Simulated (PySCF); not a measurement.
How methods differ on the excitation energy of Ni⁺

Ni⁺ [Ar] 3d9 (2D) → Ni⁺ [Ar] 3d8 4p1 (high-spin determinant), as a difference of total energies. All numbers are calculated (PySCF 2.14, scalar relativity by spin-free X2C-1e, in x2c-TZVPPall with one added diffuse shell each of s, p, d, f type (7s6p5d3f1g, 80 functions)). Correlated levels: valence and next inner shell: [Ne] frozen. The calculations carry no spin-orbit coupling.

| method | excitation energy (eV) |
| --- | --- |
| UHF | 4.108 |
| MP2 (valence and next inner shell) | 7.553 |
| SCS-MP2 (valence and next inner shell) | 7.190 |
| CCSD (valence and next inner shell) | 6.306 |
| CCSD(T) (valence and next inner shell) | 6.446 |

Q: How much does correlation contribute at CCSD(T) (valence and next inner shell)?

A: 6.446 − (4.108) = 2.338 eV, measured against UHF.

The determinant of the upper state mixes LS terms, which raises its energy above the lowest term, most at the Hartree-Fock and MP2 levels.
